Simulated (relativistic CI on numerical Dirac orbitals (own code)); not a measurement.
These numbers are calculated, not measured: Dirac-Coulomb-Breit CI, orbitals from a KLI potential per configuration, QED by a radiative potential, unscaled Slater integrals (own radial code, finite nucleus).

CI space (outside the closed core 1s2): 2s²2p⁵, 2s2p⁶, 2p⁶3s, 2p⁶3p, 2p⁶3d, 2s²2p⁴3s, 2s²2p⁴3p, 2s²2p⁴3d, 2s2p⁵3s, 2s2p⁵3p, 2s2p⁵3d, 2s²2p⁴4s, 2s²2p⁴4p, 2s²2p⁴4d, 2s²2p⁴4f, 2s2p⁵4s, 2s2p⁵4p, 2s²2p³3s², 2s2p⁵4d, 2s2p⁵4f, 2s²2p⁴5s, 2s²2p⁴5p, 2s²2p⁴5d, 2s²2p³3s3p, 2s²2p⁴5f, 2s²2p⁴5g, 2s²2p³3p², 2s²2p³3s3d, 2s²2p³3p3d, 2s2p⁴3s², 2s2p⁴3s3p, 2s²2p³3d², 2s2p⁵5s, 2s2p⁵5p, 2s2p⁴3p², 2s2p⁵5d. Levels of other configurations are missing.

At this charge energies of transitions that change n are usually good to better than 1 %, and those within a shell (Δn = 0) to a few per cent.

Outline of the computed level scheme of Ge XXIV. Lowest level of each configuration: 2s²2p⁵ ²P°3/2 at 0.00 eV; 2s2p⁶ ²S1/2 at 189.97 eV; 2s²2p⁴3s ⁴P5/2 at 1295.72 eV; 2s²2p⁴3p ⁴P°3/2 at 1336.94 eV; 2s²2p⁴3d ⁴D5/2 at 1397.14 eV.

Some strong electric-dipole decays among the lowest 45 levels: 2s²2p⁴3d ²F5/2 → 2s²2p⁵ ²P°3/2 (2.0e+13 s⁻¹); 2s²2p⁴3d ²D3/2 → 2s²2p⁵ ²P°3/2 (1.4e+13 s⁻¹); 2s²2p⁴3d ⁴P1/2 → 2s²2p⁵ ²P°3/2 (1.3e+13 s⁻¹); 2s²2p⁴3d ⁴F5/2 → 2s²2p⁵ ²P°3/2 (8.8e+12 s⁻¹); 2s²2p⁴3d ⁴F3/2 → 2s²2p⁵ ²P°3/2 (8.8e+12 s⁻¹); 2s²2p⁴3s ²P3/2 → 2s²2p⁵ ²P°3/2 (5.2e+12 s⁻¹); 2s²2p⁴3s ²D3/2 → 2s²2p⁵ ²P°1/2 (3.6e+12 s⁻¹); 2s²2p⁴3s ²P1/2 → 2s²2p⁵ ²P°1/2 (3.4e+12 s⁻¹).

LS names give the leading component of a level, which can be under half, so a name can repeat, a term be missing and a line seem to break the LS rules.
